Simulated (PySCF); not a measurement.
## Electron correlation in Kr⁺ (krypton, charge +1)

[Ar] 3d10 4s2 4p5, 2P determinant. All numbers are calculated (PySCF 2.14, the non-relativistic Hamiltonian (point nucleus), in def2-SVP (5s4p3d, 32 functions)). Frozen: [Ar] 3d10; 7 electrons correlated.

MP2 pair energies summed by pair of shells (mhartree):

| pair | energy | share (%) |
| --- | --- | --- |
| 4p-4p | -68.75 | 68.4 |
| 4s-4p | -26.06 | 25.9 |
| 4s-4s | -5.70 | 5.7 |

Total MP2 correlation energy: -100.51 mhartree.

Same-spin part -25.38 and opposite-spin part -75.13 mhartree; SCS-MP2 scales them by 1/3 and 6/5 to -98.61 mhartree.

```json
{"level": "CCSD", "correlation energy (mhartree)": "-115.39"}
{"level": "(T)", "correlation energy (mhartree)": "-1.30"}
{"level": "CCSD(T)", "correlation energy (mhartree)": "-116.69"}
```

Diagnostics: T1 = 0.0047, D1 = 0.0174, largest double amplitude 0.051.

Question: Is a single reference adequate?

Answer: Yes, within this model without spin-orbit coupling: T1 lies below 0.03 and no double amplitude reaches 0.07.
